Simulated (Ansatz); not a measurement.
Cl2Zn (SMILES [Cl][Zn][Cl]) moved off its minimum; all values from Ansatz (an electronic-structure program), cores frozen in correlated methods.
(charge 0, multiplicity 1)
```xyz
3

Zn    -0.1070    -0.1444     0.0760
Cl    -0.0233     0.0338    -2.2268
Cl     0.1038     0.1518     1.9896
```

Forces at MP2/def2-TZVPPD (eV/Å):

```json
[
 {"atom": "Zn1", "Fx": "-0.033", "Fy": "0.050", "Fz": "-5.208"},
 {"atom": "Cl2", "Fx": "-0.174", "Fy": "-0.323", "Fz": "2.367"},
 {"atom": "Cl3", "Fx": "0.207", "Fy": "0.272", "Fz": "2.841"}
]
```

Q: Give the forces (eV/Å), the total energy and the dipole at CCSD(T)/def2-TZVPPD.

A: 
```csv
atom,Fx,Fy,Fz
Zn1,-0.085,-0.029,-5.361
Cl2,-0.164,-0.303,2.156
Cl3,0.250,0.332,3.206
```
Energy -2697.8208 hartree, dipole 1.77 D.
